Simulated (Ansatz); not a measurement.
Calculated with Ansatz (gas phase, PBE0-D4/def2-TZVP geometries, no zero-point term in ΔE). CCSD(T)/CBS adds triple-zeta CCSD(T) − MP2 to the extrapolated MP2 energy (def2 sets, frozen cores). Functionals use def2-TZVPP. B3LYP here is the variant with VWN-RPA as its local correlation; programs differ in this. For Ge outer-core shells are correlated without core-valence functions, which leaves a few kJ/mol of doubt a bond. Scalar relativity is left out up to krypton. Each species was taken in one conformer, which may not be the lowest.

`[SiH3][SiH2][BH][GeH3]` + `CO[SiH2]S[SiH3]` → `CO[SiH2][S][GeH3]` + `[SiH3]B[SiH2][SiH3]`  (redistribution)

| level | ΔE (kJ/mol) |
| --- | --- |
| B2PLYP | 23.1 |
| PBE0 | 21.9 |
| B3LYP | 20.9 |
| HF/def2-TZVPP | 18.0 |
| SCS-MP2/def2-TZVPP | 24.8 |
| CCSD/def2-TZVPP | 23.5 |
| MP2/def2-QZVPP | 29.5 |
| SCS-MP2/def2-QZVPP | 26.6 |

**Question.** What does CCSD(T)/CBS give? (Best estimate.)

**Answer.** Ansatz gave: +27.7 kJ/mol. The listed levels differ from it by -4.6, -5.8, -6.8, -9.7, -2.9, -4.2, 1.8, -1.1 kJ/mol.

Largest T1 diagnostic among the species: 0.015.

In def2-TZVPP, CCSD(T) changes the Hartree–Fock value by +6.0 kJ/mol (the triples alone add +0.5 kJ/mol) and MP2 by +9.4 kJ/mol.
